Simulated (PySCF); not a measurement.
**Two-photon absorption: `O=c1cccc([SiH3])cc1`, C₇H₈OSi**

Molfile (atoms numbered from 1):
```
C7H8OSi
     RDKit          3D

 17 17  0  0  0  0  0  0  0  0999 V2000
   -3.2789   -1.4487   -0.2849 O   0  0  0  0  0  0  0  0  0  0  0  0
   -2.2191   -0.8393   -0.1902 C   0  0  0  0  0  0  0  0  0  0  0  0
   -2.2307    0.5760    0.1620 C   0  0  0  0  0  0  0  0  0  0  0  0
   -1.2148    1.4379    0.3876 C   0  0  0  0  0  0  0  0  0  0  0  0
    0.1893    1.2263    0.3503 C   0  0  0  0  0  0  0  0  0  0  0  0
    0.8939    0.1077    0.0213 C   0  0  0  0  0  0  0  0  0  0  0  0
    2.7928    0.1467    0.0550 Si  0  0  0  0  0  4  0  0  0  0  0  0
    0.3216   -1.1408   -0.3689 C   0  0  0  0  0  0  0  0  0  0  0  0
   -0.9652   -1.5387   -0.4546 C   0  0  0  0  0  0  0  0  0  0  0  0
   -3.2413    0.9566    0.2589 H   0  0  0  0  0  0  0  0  0  0  0  0
   -1.4995    2.4519    0.6482 H   0  0  0  0  0  0  0  0  0  0  0  0
    0.7725    2.0996    0.6185 H   0  0  0  0  0  0  0  0  0  0  0  0
    3.2472   -0.8945    0.9786 H   0  0  0  0  0  0  0  0  0  0  0  0
    3.2379    1.4672    0.4965 H   0  0  0  0  0  0  0  0  0  0  0  0
    3.2741   -0.1396   -1.2976 H   0  0  0  0  0  0  0  0  0  0  0  0
    1.0605   -1.8942   -0.6255 H   0  0  0  0  0  0  0  0  0  0  0  0
   -1.1474   -2.5621   -0.7650 H   0  0  0  0  0  0  0  0  0  0  0  0
  1  2  2  0
  2  3  1  0
  3  4  2  0
  4  5  1  0
  5  6  2  0
  6  7  1  0
  6  8  1  0
  8  9  2  0
  9  2  1  0
  3 10  1  0
  4 11  1  0
  5 12  1  0
  7 13  1  0
  7 14  1  0
  7 15  1  0
  8 16  1  0
  9 17  1  0
M  END
```

Level of theory: TDDFT CAM-B3LYP/def2-SVPD excited states, vertical, gas phase (PySCF). Geometry: GFN2-xTB.

Singlets 1 and 2 lie within 0.01 eV of each other, so their separate moments and overlaps can depend on how they mix.

(1) How strongly do the lowest singlets absorb one photon, and two photons of half the energy?

Answers

(1) δ for parallel linear polarisation; σ at the peak of a Lorentzian of half width 0.1 eV, single beam; Ω is circular over linear.
```
state  E (eV)      f  photon λ (nm)  δ (au)  σ (GM)     Ω                                main
   S1    3.93  0.015            631    1.49    0.01  1.47  HOMO−1→LUMO+1 0.72, HOMO→LUMO 0.18
   S2    3.93  0.074            631     7.3    0.04  1.49  HOMO→LUMO 0.80, HOMO−1→LUMO+1 0.16
   S3    4.14  0.000            599    0.35    0.00  0.76                    HOMO−1→LUMO 0.90
   S4    4.75  0.150            522    96.8    0.80  0.34  HOMO→LUMO+1 0.79, HOMO−2→LUMO 0.19
   S5    5.61  0.007            442    2.06    0.02  1.45                    HOMO−3→LUMO 0.96
```

Among these, the strongest one-photon state is S4, the strongest two-photon state S4, with a dipole change of 0.7 D (relaxed, norm of the difference vector).
